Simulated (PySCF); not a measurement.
## Two-component Hartree-Fock for Mg⁺ (magnesium, charge +1)

Start: [Ne] 3s1; 3s1/2 filled at m_j = +1/2. Calculated with PySCF 2.14 in x2c-QZVPPall-2c (9s7p5d2f, 69 functions): generalised Hartree-Fock with the X2C-1e Hamiltonian and a Gaussian nucleus; one run each with spin-orbit coupling (SO) switched off, then screened by Boettger's factors.

```
spinor shell  electrons  ε, spin-free (eV)  ε, screened SO (eV)  weight of nominal j (screened SO)  rms radius, screened SO (bohr)
       1s1/2          2            -1345.4              -1345.4                              1.000                           0.151
       2s1/2          2            -111.51              -111.51                              1.000                           0.754
       2p1/2          2            -70.793              -71.028                              0.945                           0.770
       3s1/2          1            -14.760              -14.760                              1.000                            3.04
```

Where does 2p3/2 lie, and what is the 2p spin-orbit splitting (screened SO)?

At -70.676 eV, 0.352 eV above 2p1/2.

```csv
quantity,spin-free,screened SO
E (hartree),-199.67858,-199.67863
M_J,1/2,1/2
⟨J²⟩,0.750,0.750
⟨L²⟩,0.000,0.000
⟨S²⟩,0.750,0.750
```

Each row is a mean over spinors that exchange with the open shell spreads, by up to 0.478 eV (2s1/2).

Without spin-orbit coupling the j labels of p, d and f shells carry no meaning; the spin-free column gives the mean over the occupied spinors of each nl shell.
